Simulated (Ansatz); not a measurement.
`[CH2]B(C)S` radical, relaxed with UKS PBE-D4/def2-SVP in Ansatz 0.2.0 from a rough embedded geometry. The force threshold is 0.03 eV/Å; the program also tests the step.

Charge 0, multiplicity 2.

Start:

```xyz
10

C    -0.906   -0.826    1.013
B     0.049    0.139    0.328
C    -0.376    0.780   -1.040
S     1.772    0.578    1.101
H    -1.100   -1.748    0.395
H    -0.498   -1.241    2.000
H    -1.270    1.369   -0.958
H    -0.463   -0.019   -1.829
H     0.442    1.455   -1.456
H     2.350   -0.487    0.446
```

Problem. By how much does the energy fall, and how many steps does the optimiser take? (Estimate.)

Solution. Computed: 30.49 kcal/mol, in 10 steps.

Problem. Which bonds change most? (Best estimate.)

Solution. The calculation gave: B2–S4 from 1.939 to 1.821 Å; C1–H6 from 1.146 to 1.104 Å; C3–H7 from 1.074 to 1.113 Å; C3–H9 from 1.139 to 1.108 Å.

Problem. Give the relaxed structure. (An estimate is asked.)

Solution. Computed: 
```xyz
10

C    -0.817   -1.034    1.030
B     0.172   -0.121    0.295
C    -0.176    0.602   -1.068
S     1.776    0.074    1.134
H    -1.826   -1.245    0.633
H    -0.596   -1.537    1.988
H    -0.974    1.358   -0.894
H    -0.605   -0.122   -1.794
H     0.671    1.119   -1.560
H     2.374    0.907    0.236
```
